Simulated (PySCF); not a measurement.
Isomers of H13NOSi6.

All values: PBE0/pcSseg-1 (PySCF) at GFN2-xTB geometries, gas phase, one conformer each.

(1) Rank by LUMO energy, highest first.
A. `[NH2:1][Si@H:2]1[SiH2:3][SiH2:4][Si@@H:5]([OH:6])[SiH2:7][SiH2:8]1` with H–N1–Si2–Si3 -171° and 51°, Si4–Si5–O6–H -60°, N1–Si2–Si3–Si4 87°, Si2–Si3–Si4–Si5 -28°, Si3–Si4–Si5–O6 -53°, Si4–Si5–Si7–Si8 -29°
B. `[NH2:1][Si:2]1([O:3][SiH3:4])[SiH2:5][SiH2:6][SiH2:7][SiH2:8]1` with H–N1–Si2–O3 -40° and -179°, N1–Si2–O3–Si4 -64°, N1–Si2–Si5–Si6 -159°, Si2–Si5–Si6–Si7 15°, Si5–Si6–Si7–Si8 -4°, Si6–Si7–Si8–Si2 -9°
C. `[NH2:1][Si@@H:2]1[SiH2:3][SiH2:4][SiH2:5][SiH2:6][Si@@H:7]1[OH:8]` with H–N1–Si2–Si3 175° and -49°, Si6–Si7–O8–H -174°, N1–Si2–Si3–Si4 -166°, Si2–Si3–Si4–Si5 49°, Si3–Si4–Si5–Si6 -49°, Si4–Si5–Si6–Si7 48°
D. `[NH2:1][Si@@H:2]1[SiH2:3][SiH2:4][SiH2:5][Si@@H:6]1[O:7][SiH3:8]` with H–N1–Si2–Si3 159° and -61°, Si5–Si6–O7–Si8 -74°, N1–Si2–Si3–Si4 -95°, Si2–Si3–Si4–Si5 -20°, Si3–Si4–Si5–Si6 15°, Si4–Si5–Si6–O7 112°

(2) Rank by dipole moment, lowest first.
A. `[NH2:1][Si@@H:2]1[SiH2:3][SiH2:4][SiH2:5][SiH2:6][Si@H:7]1[OH:8]` with H–N1–Si2–Si3 171° and -54°, Si6–Si7–O8–H -174°, N1–Si2–Si3–Si4 -77°, Si2–Si3–Si4–Si5 21°, Si3–Si4–Si5–Si6 -53°, Si4–Si5–Si6–Si7 25°
B. `[NH2:1][Si@@H:2]1[SiH2:3][SiH2:4][SiH2:5][Si@H:6]1[O:7][SiH3:8]` with H–N1–Si2–Si3 168° and -56°, Si5–Si6–O7–Si8 47°, N1–Si2–Si3–Si4 -84°, Si2–Si3–Si4–Si5 -8°, Si3–Si4–Si5–Si6 -10°, Si4–Si5–Si6–O7 -86°
C. `[NH2:1][Si@@H:2]1[SiH2:3][SiH2:4][SiH2:5][Si@@H:6]1[O:7][SiH3:8]` with H–N1–Si2–Si3 159° and -61°, Si5–Si6–O7–Si8 -74°, N1–Si2–Si3–Si4 -95°, Si2–Si3–Si4–Si5 -20°, Si3–Si4–Si5–Si6 15°, Si4–Si5–Si6–O7 112°
D. `[NH2:1][Si:2]1([O:3][SiH3:4])[SiH2:5][SiH2:6][SiH2:7][SiH2:8]1` with H–N1–Si2–O3 -40° and -179°, N1–Si2–O3–Si4 -64°, N1–Si2–Si5–Si6 -159°, Si2–Si5–Si6–Si7 15°, Si5–Si6–Si7–Si8 -4°, Si6–Si7–Si8–Si2 -9°
E. `[NH2:1][Si@@H:2]1[SiH2:3][SiH2:4][SiH2:5][SiH2:6][Si@@H:7]1[OH:8]` with H–N1–Si2–Si3 175° and -49°, Si6–Si7–O8–H -174°, N1–Si2–Si3–Si4 -166°, Si2–Si3–Si4–Si5 49°, Si3–Si4–Si5–Si6 -49°, Si4–Si5–Si6–Si7 48°
F. `[SiH3:1][NH:2][Si@H:3]1[SiH2:4][O:5][SiH2:6][SiH2:7][SiH2:8]1` with Si1–N2–Si3–Si4 46°, N2–Si3–Si4–O5 158°, Si3–Si4–O5–Si6 -55°, Si4–O5–Si6–Si7 39°, O5–Si6–Si7–Si8 -8°

(3) Rank by the highest Hirshfeld charge on any atom, lowest value first.
A. `[NH2:1][Si@@H:2]1[SiH2:3][SiH2:4][SiH2:5][Si@@H:6]1[O:7][SiH3:8]` with H–N1–Si2–Si3 159° and -61°, Si5–Si6–O7–Si8 -74°, N1–Si2–Si3–Si4 -95°, Si2–Si3–Si4–Si5 -20°, Si3–Si4–Si5–Si6 15°, Si4–Si5–Si6–O7 112°
B. `[NH2:1][Si@H:2]1[SiH2:3][SiH2:4][Si@@H:5]([OH:6])[SiH2:7][SiH2:8]1` with H–N1–Si2–Si3 -171° and 51°, Si4–Si5–O6–H -60°, N1–Si2–Si3–Si4 87°, Si2–Si3–Si4–Si5 -28°, Si3–Si4–Si5–O6 -53°, Si4–Si5–Si7–Si8 -29°
C. `[SiH3:1][NH:2][Si@H:3]1[SiH2:4][O:5][SiH2:6][SiH2:7][SiH2:8]1` with Si1–N2–Si3–Si4 46°, N2–Si3–Si4–O5 158°, Si3–Si4–O5–Si6 -55°, Si4–O5–Si6–Si7 39°, O5–Si6–Si7–Si8 -8°

## Answers

(1) C (-1.05 eV), A (-1.19 eV), B (-1.47 eV), D (-1.65 eV).

(2) F (1.29 D), C (1.55 D), B (1.70 D), D (1.98 D), A (2.52 D), E (2.77 D).

(3) B (+0.246 e), C (+0.355 e), A (+0.384 e).

All values together:

| SMILES | μ (D) | HOMO (eV) | LUMO (eV) | lowest IAO charge (e) | highest IAO charge (e) | lowest Hirshfeld charge (e) | highest Hirshfeld charge (e) |
| --- | --- | --- | --- | --- | --- | --- | --- |
| N[Si@@H]1[SiH2][SiH2][SiH2][Si@@H]1O[SiH3] | 1.55 | -7.25 | -1.65 | -0.885 (O) | +0.878 (Si) | -0.314 (N) | +0.384 (Si) |
| N[Si@@H]1[SiH2][SiH2][SiH2][SiH2][Si@@H]1O | 2.77 | -7.25 | -1.05 | -0.835 (N) | +0.608 (Si) | -0.321 (N) | +0.239 (Si) |
| N[Si@@H]1[SiH2][SiH2][SiH2][SiH2][Si@H]1O | 2.52 | -7.25 | -1.37 | -0.842 (N) | +0.607 (Si) | -0.318 (N) | +0.240 (Si) |
| N[Si@@H]1[SiH2][SiH2][SiH2][Si@H]1O[SiH3] | 1.70 | -7.21 | -1.56 | -0.894 (O) | +0.882 (Si) | -0.322 (N) | +0.381 (Si) |
| N[Si]1(O[SiH3])[SiH2][SiH2][SiH2][SiH2]1 | 1.98 | -6.78 | -1.47 | -0.886 (O) | +0.903 (Si) | -0.317 (N) | +0.387 (Si) |
| N[Si@H]1[SiH2][SiH2][Si@@H](O)[SiH2][SiH2]1 | 1.89 | -7.16 | -1.19 | -0.837 (N) | +0.629 (Si) | -0.318 (N) | +0.246 (Si) |
| [SiH3]N[Si@H]1[SiH2]O[SiH2][SiH2][SiH2]1 | 1.29 | -7.20 | -1.13 | -0.930 (N) | +0.758 (Si) | -0.336 (N) | +0.355 (Si) |

Conformers: `[NH2:1][Si@@H:2]1[SiH2:3][SiH2:4][SiH2:5][Si@@H:6]1[O:7][SiH3:8]` with H–N1–Si2–Si3 159° and -61°, Si5–Si6–O7–Si8 -74°, N1–Si2–Si3–Si4 -95°, Si2–Si3–Si4–Si5 -20°, Si3–Si4–Si5–Si6 15°, Si4–Si5–Si6–O7 112°; `[NH2:1][Si@@H:2]1[SiH2:3][SiH2:4][SiH2:5][SiH2:6][Si@@H:7]1[OH:8]` with H–N1–Si2–Si3 175° and -49°, Si6–Si7–O8–H -174°, N1–Si2–Si3–Si4 -166°, Si2–Si3–Si4–Si5 49°, Si3–Si4–Si5–Si6 -49°, Si4–Si5–Si6–Si7 48°; `[NH2:1][Si@@H:2]1[SiH2:3][SiH2:4][SiH2:5][SiH2:6][Si@H:7]1[OH:8]` with H–N1–Si2–Si3 171° and -54°, Si6–Si7–O8–H -174°, N1–Si2–Si3–Si4 -77°, Si2–Si3–Si4–Si5 21°, Si3–Si4–Si5–Si6 -53°, Si4–Si5–Si6–Si7 25°; `[NH2:1][Si@@H:2]1[SiH2:3][SiH2:4][SiH2:5][Si@H:6]1[O:7][SiH3:8]` with H–N1–Si2–Si3 168° and -56°, Si5–Si6–O7–Si8 47°, N1–Si2–Si3–Si4 -84°, Si2–Si3–Si4–Si5 -8°, Si3–Si4–Si5–Si6 -10°, Si4–Si5–Si6–O7 -86°; `[NH2:1][Si:2]1([O:3][SiH3:4])[SiH2:5][SiH2:6][SiH2:7][SiH2:8]1` with H–N1–Si2–O3 -40° and -179°, N1–Si2–O3–Si4 -64°, N1–Si2–Si5–Si6 -159°, Si2–Si5–Si6–Si7 15°, Si5–Si6–Si7–Si8 -4°, Si6–Si7–Si8–Si2 -9°; `[NH2:1][Si@H:2]1[SiH2:3][SiH2:4][Si@@H:5]([OH:6])[SiH2:7][SiH2:8]1` with H–N1–Si2–Si3 -171° and 51°, Si4–Si5–O6–H -60°, N1–Si2–Si3–Si4 87°, Si2–Si3–Si4–Si5 -28°, Si3–Si4–Si5–O6 -53°, Si4–Si5–Si7–Si8 -29°; `[SiH3:1][NH:2][Si@H:3]1[SiH2:4][O:5][SiH2:6][SiH2:7][SiH2:8]1` with Si1–N2–Si3–Si4 46°, N2–Si3–Si4–O5 158°, Si3–Si4–O5–Si6 -55°, Si4–O5–Si6–Si7 39°, O5–Si6–Si7–Si8 -8°.
